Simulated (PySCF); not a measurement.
C6H9FSi.
Atom-mapped SMILES: `[CH:1]#[C:2][Si@:3]1([CH3:4])[CH2:5][C@H:6]([F:7])[CH2:8]1`

Definitions: NICS(0) = −σiso at the ring centroid; NICS(1) = −σiso and NICS(1)zz = −σzz at ±1 Å along the ring normal z. Level: GIAO PBE0/pcSseg-1 (PySCF, non-relativistic, gas phase) on the GFN2-xTB geometry, one conformer.

Ring bond lengths (Å), with Mayer bond orders in brackets: Si3–C5 1.917 (0.91), C5–C6 1.535 (1.01), C6–C8 1.535 (1.01), C8–Si3 1.918 (0.91).

Question: Give the NICS values of each ring in ppm.

Answer: 
```csv
ring,type,NICS(0),"NICS(1), two faces","NICS(1)zz, two faces",rms pucker (Å),"centre to ring atoms, mean (Å)"
Si3–C5–C6–C8,4-membered ring with Si; formal bonds all single,-0.3,-0.6 / -2.7,6.3 / 1.0,0.07,1.21
```

Question: What do they say, and how far can they be read as aromaticity?

Answer: 
- Si3–C5–C6–C8: mean NICS(1)zz 3.7 ppm, deshielded. Si3, C5, C6, C8 have four or more neighbours, so the value isn't read as a sign of a π ring current. The two faces differ by 5.3 ppm, so no symmetry operation interchanges them.

Question: List the ring angles and the Hirshfeld charges of the ring atoms.

Answer: 
- Si3–C5–C6–C8: Si3 76.3° (+0.423 e), C5 90.5° (-0.177 e), C6 101.0° (+0.063 e), C8 90.4° (-0.177 e); sum 358.2° against 360° for a flat convex ring.

Question: What are the shieldings of the ring atoms and their hydrogens in the same run (means over atoms taken as equivalent)?

Answer: 
```csv
atoms,environment,σ isotropic (ppm),"principal values of the symmetric part, first atom (ppm)"
Si3,four-coordinate silicon,384.9,"329.8, 367.0, 458.1"
C5 (×2),sp3 carbon bound to silicon,156.8,"130.7, 154.4, 185.3"
C6,sp3 C–F carbon,98.7,"62.2, 81.7, 152.2"
H on C5 (×2),methylene hydrogen,29.72,"26.1, 27.7, 35.3"
H on C5 (×2),methylene hydrogen,29.59,"26.7, 28.3, 33.7"
H on C6,methine hydrogen,26.50,"23.2, 27.3, 29.0"
```
